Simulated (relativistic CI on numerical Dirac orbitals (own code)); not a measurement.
# Line list: Electric-dipole lines, Re⁵⁺

These numbers are calculated, not measured: Dirac-Coulomb-Breit CI, KLI orbitals optimised for each configuration, model QED, valence Slater integrals scaled by 0.85, P86 correlation energy added to each configuration (own radial code, finite nucleus).

Configurations in the expansion (outside the closed core [Kr] 4d10 4f14 5s2): 5p6 5d2, 5p6 5d 6s, 5p6 5d 5f, 5p6 5d 6p, 5p6 6s2, 5p6 5d 5g, 5p5 5d3, 5p6 5f2, 5p6 6s 6p, 5p6 5d 6d, 5p6 5d 7s, 5p6 5d 7p, 5p6 6p2, 5p6 5d 6f, 5p6 5g2. Double excitations out of closed p, d and f shells are left out; levels of such configurations are missing from the list, as are those of other unlisted configurations, and high levels can miss mixing partners.

| λ vac (nm) | Lower | Upper | A (s⁻¹) | log gf | S velocity/length |
| --- | --- | --- | --- | --- | --- |
| 23.504 | 5p6 5d2 3F_2 [1] | 5p5 5d3 3G°_3 [197] | 1.52e+11 | 0.95 | 0.64 |
| 24.064 | 5p6 5d2 3F_3 [2] | 5p5 5d3 3H°_4 [196] | 3.70e+10 | 0.46 | 0.63 |
| 24.401 | 5p6 5d2 3F_2 [1] | 5p5 5d3 3G°_3 [187] | 7.13e+10 | 0.65 | 0.66 |
| 24.693 | 5p6 5d2 1G_4 [7] | 5p5 5d3 3D°_3 [199] | 6.36e+10 | 0.61 | 0.57 |
| 25.071 | 5p6 5d2 3F_3 [2] | 5p6 5d 6f 3G°_4 [186] | 3.05e+10 | 0.41 | 0.65 |
| 25.102 | 5p6 5d2 3F_4 [3] | 5p6 5d 6f 1H°_5 [189] | 8.14e+10 | 0.93 | 0.64 |
| 25.174 | 5p6 5d2 1G_4 [7] | 5p5 5d3 3H°_4 [196] | 5.28e+10 | 0.65 | 0.59 |
| 25.190 | 5p6 5d2 1D_2 [5] | 5p5 5d3 3D°_2 [191] | 5.38e+10 | 0.41 | 0.63 |
| 25.278 | 5p6 5d2 1D_2 [5] | 5p5 5d3 1F°_3 [188] | 3.45e+10 | 0.36 | 0.64 |
| 25.468 | 5p6 5d2 3F_4 [3] | 5p6 5d 6f 3G°_4 [186] | 4.25e+10 | 0.57 | 0.61 |
| 25.545 | 5p6 5d2 3P_2 [8] | 5p5 5d3 3F°_3 [193] | 4.54e+10 | 0.49 | 0.61 |
| 25.889 | 5p6 5d2 1G_4 [7] | 5p6 5d 6f 1H°_5 [189] | 2.46e+10 | 0.43 | 0.65 |
| 26.498 | 5p6 5d2 1G_4 [7] | 5p6 5d 6f 1H°_5 [179] | 3.79e+10 | 0.64 | 0.66 |
| 34.631 | 5p6 5d2 3F_2 [1] | 5p6 5d 5f 3G°_3 [41] | 1.83e+10 | 0.36 | 0.76 |
| 34.726 | 5p6 5d2 3F_3 [2] | 5p6 5d 5f 3G°_4 [50] | 2.17e+10 | 0.55 | 0.75 |
| 35.009 | 5p6 5d2 3F_2 [1] | 5p6 5d 5f 3F°_3 [36] | 1.24e+10 | 0.20 | 0.77 |
| 35.140 | 5p6 5d2 1G_4 [7] | 5p6 5d 5f 1H°_5 [69] | 4.84e+10 | 0.99 | 0.74 |
| 35.187 | 5p6 5d2 3F_4 [3] | 5p6 5d 5f 3G°_5 [57] | 3.39e+10 | 0.84 | 0.75 |
| 35.517 | 5p6 5d2 1D_2 [5] | 5p6 5d 5f 3D°_3 [56] | 1.73e+10 | 0.36 | 0.78 |
| 36.121 | 5p6 5d2 3P_2 [8] | 5p6 5d 5f 1F°_3 [66] | 2.56e+10 | 0.55 | 0.76 |
| 57.205 | 5p6 5d2 3F_4 [3] | 5p6 5d 6p 3D°_3 [19] | 5.72e+09 | 0.29 | 0.67 |
| 57.771 | 5p6 5d2 1G_4 [7] | 5p6 5d 6p 1F°_3 [24] | 8.74e+09 | 0.49 | 0.65 |
| 86.839 | 5p6 5d 6p 3F°_2 [14] | 5p6 5d 6d 3G_3 [29] | 5.62e+09 | 0.65 | 0.95 |
| 91.239 | 5p6 5d 5f 3H°_6 [47] | 5p6 5d 5g 3I_7 [178] | 7.42e+09 | 1.14 | 0.92 |
| 94.489 | 5p6 5d 5f 3H°_5 [39] | 5p6 5d 5g 3I_6 [161] | 5.66e+09 | 0.99 | 0.89 |
| 97.416 | 5p6 5d 6p 1F°_3 [24] | 5p6 5d 6d 1G_4 [60] | 5.27e+09 | 0.83 | 0.88 |
| 99.224 | 5p6 5d 6p 3D°_2 [18] | 5p6 5d 6d 3G_3 [35] | 4.60e+09 | 0.68 | 0.92 |
| 100.47 | 5p6 5d 6p 3F°_4 [22] | 5p6 5d 6d 3G_5 [51] | 5.44e+09 | 0.96 | 0.95 |
| 100.96 | 5p6 5d 6p 3D°_3 [19] | 5p6 5d 6d 3G_4 [40] | 3.68e+09 | 0.70 | 0.92 |
| 113.22 | 5p6 5d 6s 3D_3 [12] | 5p6 5d 6p 3F°_4 [22] | 2.51e+09 | 0.64 | 0.98 |

Terms are leading LS components. Brackets give the number of a level in order of energy, since labels repeat. The list gives strong lines, with weight on those to low levels, among the lowest 200 of 269 levels, so that lines to higher ones, which can be the strongest, are missing. Levels whose partners in the same complex of configurations lie outside the list can be far off, and so can their lines. Rates are taken at the computed energies, electric ones in the length gauge. A velocity-to-length ratio far from 1 marks an uncertain rate.

At this charge configurations can still be misplaced by up to about 7 % of their energy. Levels and lines within the n = 5 or 6 shells can be off by up to 10 % or somewhat more, and those that change n by about 2 %, since core polarisation is missing. Levels that differ in their count of f electrons can be misplaced by several ten thousand cm⁻¹, since the correlation energy of f electrons is missing or only estimated; rates across such gaps can be off by orders of magnitude.

Q: From the table, what is the radiative lifetime of 5p5 5d3 3H°_4?

A: The listed rates from this level add up to about 8.98e+10 s⁻¹, 99 % of its decay; with all channels τ = 1.10e-11 s.

LS names give the leading component of a level, which can be under half, so a name can repeat, a term be missing and a line seem to break the LS rules.
